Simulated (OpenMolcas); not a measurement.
# Mn4+, Tc4+, Re4+: d3 down the group

| Quantity | Value |
| --- | --- |
| Program | OpenMolcas 26.06 |
| Method | SS-CASPT2, IPEA 0.25 Eh, imaginary shift 0.1 Eh |
| Basis | ANO-R2 |
| Scalar Hamiltonian | X2C, finite nucleus |
| Spin-orbit coupling | RASSI with atomic mean-field integrals over the reference wave functions, term energies averaged over their components |

Active space for each ion: 3 electrons in 10 orbitals (d d); closed shells correlated by CASPT2: Mn4+ 3s 3p; Tc4+ 4s 4p; Re4+ 5s 5p.

Computed levels in cm-1 above 4F 3/2:

| Level | Mn4+ | Tc4+ | Re4+ |
| --- | --- | --- | --- |
| 4F 5/2 | 369 | 1065 | 5020 |
| 4F 7/2 | 869 | 2380 | 9250 |
| 4F 9/2 | 1487 | 3850 | 12300 |
| 4P 1/2 | 16890 | 11990 | 14450 |
| 4P 5/2 | 17500 | 13710 | 21620 |
| 2G 7/2 | 18060 | 13810 | 19580 |
| 2G 9/2 | 18590 | 14740 | 31370 |
| 2P 1/2 | 23380 | 17140 | 23960 |
| 2D 5/2(1) | 25330 | 20350 | 29790 |
| weight of 4F in the lowest level (%) | 100 | 98 | 84 |

Mixed levels, with the weight of the term that names them: Re4+ 4F 9/2 (64 %), Re4+ 4P 1/2 (63 %), Re4+ 2G 9/2 (55 %), Re4+ 2P 1/2 (63 %).

Measured, with the error of the calculation in %. Measured levels: Mn4+ from Corliss and Sugar, J. Phys. Chem. Ref. Data 6, 1253 (1977); Re4+ from the list in Brasseur, Gamrath and Quinet, At. Data Nucl. Data Tables 157, 101636 (2024).

```csv
Level,Mn4+,Re4+
4F 5/2,359 (+2.8),4853 (+3.4)
4F 7/2,835 (+4.1),8973 (+3.1)
4F 9/2,1412 (+5.3),11914 (+3.2)
4P 1/2,16434 (+2.8),14325 (+0.9)
4P 5/2,17049 (+2.6),20922 (+3.3)
2G 7/2,17892 (+0.9),19013 (+3.0)
2G 9/2,18399 (+1.0),30366 (+3.3)
2P 1/2,23082 (+1.3),23669 (+1.2)
2D 5/2(1),24630 (+2.8),28739 (+3.7)
```

The fine-structure level 4F 9/2 changes by a factor of 8.27 from Mn4+ to Re4+.

Without spin-orbit coupling 4P lies 16420, 10830, 10590 cm-1 above 4F in that order; the difference to the level 4P 1/2, of either sign, comes from spin-orbit coupling, which also lowers the zero.

CASPT2 breaks the degeneracy within a term, and the mean is taken; among the terms shown or strongly mixed into the levels shown the widest spread is 710 cm-1 (3d3 4F, Mn4+). Active for correlation alone: 4d; no level in the range computed is led by a configuration that fills it, so any true level of that kind is missing (holds for Mn4+). Active for correlation alone: 5d; no level in the range computed is led by a configuration that fills it, so any true level of that kind is missing (holds for Tc4+). Active for correlation alone: 6d; no level in the range computed is led by a configuration that fills it, so any true level of that kind is missing (holds for Re4+). Computed and measured levels are paired by configuration, term and J; levels that our copy of the source lacks, or whose pairing is in doubt (as where it misses far off the trend of its configuration), stay unpaired and out of the deviations. Levels of configurations outside the active space are missing.

A number in round brackets counts repeated terms of one configuration in the order of the reference energies.
